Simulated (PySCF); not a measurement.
**Radial density of Sc²⁺ (scandium, charge +2)**

B3LYP, [Ar] 3d1, 2D determinant. Computed with PySCF 2.14 in 6-31G* (5s4p2d1f, 34 functions), with no relativity, point nucleus.

| r (bohr) | 4πr²ρ (e/bohr) | 4πr²(ρα − ρβ) |
| --- | --- | --- |
| 0.00136 | 0.1335 | 0.0000 |
| 0.00229 | 0.3687 | 0.0000 |
| 0.00385 | 0.9837 | 0.0000 |
| 0.00648 | 2.479 | 0.0000 |
| 0.0109 | 5.845 | 0.0000 |
| 0.0183 | 12.10 | 0.0000 |
| 0.0308 | 20.45 | 0.0000 |
| 0.0519 | 24.72 | 0.0001 |
| 0.0873 | 20.15 | 0.0003 |
| 0.147 | 19.77 | 0.0026 |
| 0.247 | 26.25 | 0.0269 |
| 0.415 | 13.60 | 0.1529 |
| 0.698 | 7.304 | 0.4414 |
| 1.17 | 7.710 | 0.5894 |
| 1.98 | 1.562 | 0.3248 |
| 3.32 | 0.08803 | 0.0655 |
| 5.59 | 0.0001883 | 0.0002 |
